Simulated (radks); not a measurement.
All-electron atom: Sm4+ in [Kr] 4d10 4f4 5s2 5p5.5 6s0.5 (fractional occupations, a model configuration). All-electron calculation, scalar-relativistic Kohn-Sham, MS2 meta-GGA, spin-polarised, spherical densities, finite nucleus; open shells are filled with parallel spins first (spin-orbit coupling, left out, can overturn this in heavy ions); meta-GGA in the generalised Kohn-Sham scheme; Fermi nuclear charge, rms radius 5.0819 fm. Program: a radial shooting solver on a logarithmic mesh with Libxc functionals.

Normalised radial functions P(r) = r R(r), r in bohr:

r	4d down	5s up	4f down
0.00127	0.0000	0.0511	0.0000
0.001708	0.0000	0.0645	0.0000
0.002296	0.0001	0.0806	0.0000
0.003087	0.0002	0.0992	0.0000
0.00415	0.0004	0.1196	0.0000
0.00558	0.0009	0.1399	0.0000
0.007502	0.0019	0.1567	0.0000
0.01009	0.0043	0.1641	0.0000
0.01356	0.0094	0.1538	0.0001
0.01823	0.0202	0.1158	0.0002
0.02451	0.0424	0.0420	0.0007
0.03295	0.0857	-0.0659	0.0020
0.04431	0.1642	-0.1843	0.0054
0.05957	0.2927	-0.2591	0.0143
0.08009	0.4733	-0.2169	0.0356
0.1077	0.6705	-0.0182	0.0826
0.1448	0.7802	0.2564	0.1753
0.1946	0.6437	0.3805	0.3346
0.2617	0.1517	0.1456	0.5634
0.3518	-0.5944	-0.3348	0.8268
0.4768	-1.2313	-0.5596	1.0381
0.6411	-1.3442	-0.1455	1.0845
0.8619	-0.9717	0.6057	0.9518
1.159	-0.4766	1.0302	0.7030
1.558	-0.1540	0.8625	0.4301
2.095	-0.0306	0.4226	0.2099
2.816	-0.0029	0.1177	0.0745
3.786	-0.0001	0.0166	0.0169
5.09	0.0000	0.0010	0.0021
6.844	0.0000	0.0000	0.0001
9.202	0.0000	0.0000	0.0000

4d down: eigenvalue -182.31 eV, 1 radial node at r = 0.279 bohr, <r> = 0.663 bohr, 90 % of the charge inside 0.993 bohr. 5s up: eigenvalue -90.820 eV, 4 radial nodes at r = 0.0278, 0.110, 0.288, 0.681 bohr, <r> = 1.33 bohr, 90 % of the charge inside 1.90 bohr. 4f down (empty): eigenvalue -51.758 eV, 0 radial nodes, <r> = 0.850 bohr, 90 % of the charge inside 1.42 bohr.
